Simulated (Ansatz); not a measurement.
```yaml
crystal:
  periodic: [false, false, false]
  atoms:
    - {symbol: h, position_ang: [-1.512686, 1.085147, 0.357104]}
    - {symbol: Hf, position_ang: [-0.036704, -0.010757, -0.491000]}
    - {symbol: N, position_ang: [1.716264, 0.795159, 0.122443]}
    - {symbol: N, position_ang: [-0.144273, -1.863022, 0.319092]}
    - {symbol: Br, position_ang: [-0.225309, -0.066137, -3.032824]}
    - {symbol: H, position_ang: [-1.801221, 2.002861, 0.044812]}
    - {symbol: H, position_ang: [-2.125087, 0.785279, 1.101646]}
    - {symbol: H, position_ang: [2.623721, 0.556478, -0.255084]}
    - {symbol: H, position_ang: [1.826508, 1.543553, 0.791051]}
    - {symbol: H, position_ang: [-0.832475, -2.561391, 0.070807]}
    - {symbol: H, position_ang: [0.511261, -2.267181, 0.971952]}
basis:
  gaussian: {orbitals: def2-TZVP}
magnetization: {spin_polarized: true, initial_magnetization: 0}
hamiltonian: {xc: {name: wB97X-V}}
scf: {lower_state_search: full}
output: {forces: true}
```

```sh
$ ansatz run in.yaml --threads 4 --pin off --events-out ev --progress --plain --max-ram 11315MiB
```

How does Ansatz answer? (Best estimate.)

Computed: The program refused the input.
```
Error: YAML parse error: error: line 4 column 16: `h` is not an element symbol (H … Og, case-exact)
 --> <input>:4:16
2 |   periodic: [false, false, false]
3 |   atoms:
4 |     - {symbol: h, position_ang: [-1.512686, 1.085147, 0.357104]}
5 |     - {symbol: Hf, position_ang: [-0.036704, -0.010757, -0.491000]}
6 |     - {symbol: N, position_ang: [1.716264, 0.795159, 0.122443]}
```
